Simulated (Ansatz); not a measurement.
| atom | x (Å) | y (Å) | z (Å) |
| --- | --- | --- | --- |
| Co | 0.0000 | 0.0000 | 1.2680 |
| V | 0.0000 | 0.0000 | -1.2680 |
| O | 0.0000 | 1.3056 | 0.0000 |
| O | 0.0000 | -1.3056 | 0.0000 |

Basis set: pcseg-2 (spherical functions). Charge 0, multiplicity 1.

Computed with Ansatz (development build ahead of 0.2.0); each method stands on the lowest determinant of its kind that the runs found.

Problem. Give the atomization energy at this shape (free ground-state atoms in the same class of orbitals less the molecule, no zero-point energy) of singlet CoVO2 by PBE (unrestricted), UHF.

Solution.

```tsv
method	atomization energy
PBE (unrestricted)	16.15 eV
UHF	0.17 eV
```

Caution: another spin multiplicity may lie lower; the unrestricted determinant is a mixture of spin states. Caution for PBE (unrestricted): a free atom is spin contaminated. Caution for UHF: no wide search was run, a lower solution can exist.

The shape needn't be a minimum at these levels.
